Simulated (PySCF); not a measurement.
Species: C2H7ClSi2.
SMILES with atom numbers: `[SiH3:1]/[CH:2]=[C:3](\[SiH3:4])[Cl:5]` (hydrogens: H6, H7, H8 on Si1; H9 on C2; H10, H11, H12 on Si4)

Cartesian coordinates in Å at the PBE0-D3(BJ)/def2-SVP level; atoms count from 1:
```xyz
12
C2H7ClSi2 angstrom
Si     1.0769    1.1734    0.5361
C     -0.0827    2.6519    0.4261
C     -1.4225    2.5986    0.4278
Si    -2.5338    1.0785    0.5387
Cl    -2.3608    4.0760    0.3111
H      0.8849    0.2433   -0.6178
H      0.8699    0.4085    1.8028
H      2.4746    1.6961    0.5086
H      0.3809    3.6451    0.3508
H     -3.3730    0.9981   -0.6912
H     -3.4126    1.2036    1.7364
H     -1.6807   -0.1413    0.6550
```

Jobs on this species (12 atoms, 64 electrons) with PySCF (density fitting). Hardware of each: one thread of an Arm Neoverse V1, shared host. The host was shared with other jobs, so the times are rough. Peak memory is the resident size of the whole Python process, interpreter and libraries included.

```json
{"level and settings": "PBE0-D3(BJ)/def2-SVP, grid level 1", "work": "geometry optimisation from a GFN2-xTB start shaken at random", "basis functions": "117", "SCF cycles": "?", "wall time": "?", "peak memory": "?"}
{"level and settings": "delta-SCF UKS SCAN, pcX-1 on the ionised atom, pcseg-1 elsewhere, spin-free X2C", "work": "ΔSCF core ionisation, 8 holes", "basis functions": "139", "SCF cycles": "?", "wall time": "?", "peak memory": "?"}
{"level and settings": "delta-SCF UKS SCAN, pcX-2 on the ionised atom, pcseg-1 elsewhere, spin-free X2C", "work": "ΔSCF core ionisation, 8 holes", "basis functions": "159", "SCF cycles": "119", "wall time": "51 s", "peak memory": "0.62 GiB"}
{"level and settings": "delta-SCF UKS HF, pcX-2 on the ionised atom, pcseg-1 elsewhere, spin-free X2C", "work": "ΔSCF core ionisation, 8 holes", "basis functions": "159", "SCF cycles": "153", "wall time": "59 s", "peak memory": "0.60 GiB"}
{"level and settings": "delta-SCF UKS B3LYP, pcX-2 on the ionised atom, pcseg-1 elsewhere, spin-free X2C", "work": "ΔSCF core ionisation, 8 holes", "basis functions": "159", "SCF cycles": "106", "wall time": "67 s", "peak memory": "0.70 GiB"}
{"level and settings": "delta-SCF UKS PBE0, pcX-2 on the ionised atom, pcseg-1 elsewhere, spin-free X2C", "work": "ΔSCF core ionisation, 8 holes", "basis functions": "159", "SCF cycles": "105", "wall time": "65 s", "peak memory": "0.70 GiB"}
{"level and settings": "delta-SCF UKS SCAN, def2-TZVP on the ionised atom, pcseg-1 elsewhere, spin-free X2C", "work": "ΔSCF core ionisation, 8 holes", "basis functions": "136", "SCF cycles": "117", "wall time": "46 s", "peak memory": "0.43 GiB"}
{"level and settings": "delta-SCF UKS PBE, pcX-2 on the ionised atom, pcseg-1 elsewhere, spin-free X2C", "work": "ΔSCF core ionisation, 8 holes", "basis functions": "159", "SCF cycles": "115", "wall time": "31 s", "peak memory": "0.62 GiB"}
{"level and settings": "delta-SCF UKS SCAN, pcX-2 on the ionised atom, pcseg-1 elsewhere, non-relativistic", "work": "ΔSCF core ionisation, 8 holes", "basis functions": "159", "SCF cycles": "117", "wall time": "48 s", "peak memory": "0.56 GiB"}
```

Fill in the missing figures.

- PBE0-D3(BJ)/def2-SVP, grid level 1; geometry optimisation from a GFN2-xTB start shaken at random: 35 s, 0.48 GiB, 39 SCF cycles
- delta-SCF UKS SCAN, pcX-1 on the ionised atom, pcseg-1 elsewhere, spin-free X2C; ΔSCF core ionisation, 8 holes: 40 s, 0.47 GiB, 115 SCF cycles

What do all jobs in the table cost together?

About 7.4 min; the longest takes about 15 % of that, and about 2.2 times as long as the shortest.
